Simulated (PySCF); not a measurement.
Worked example: oscillator strength and radiative lifetime

(1R)-1-chloro-1,2,2-trifluoroethane (C₂H₂ClF₃), SMILES Cl[C@H](C(F)F)F.

The structure is a stationary point at PBE-D3(BJ)/def2-SVP. Other conformers were not sampled.

TDDFT-ωB97X/def2-SVPD run with PySCF puts the first singlet state with f over 0.02 at 9.26 eV (vertical), with the transition dipole (0.306, -0.026, -0.006) in atomic units.

Find the oscillator strength, the wavelength and the radiative lifetime that this transition would have in vacuum if emission retraced absorption.


|μ|² = 0.0943 au, so |μ| = 0.78 D. ΔE = 9.26/27.211 = 0.3403 hartree. f = (2/3) ΔE |μ|² = 0.021 (the program prints 0.021).
λ = 1239.84/9.26 = 134 nm; ν = 74687 cm⁻¹.
Einstein's coefficient A = 0.6670 ν² f s⁻¹ (ν in cm⁻¹) = 8.0e7 s⁻¹, so τ = 1/A = 13 ns. This state is S3; the lower singlets have f = 0.001, 0.001. The figure is the radiative limit of this one transition; relaxation, internal conversion, crossing to triplets and a medium change what is measured.
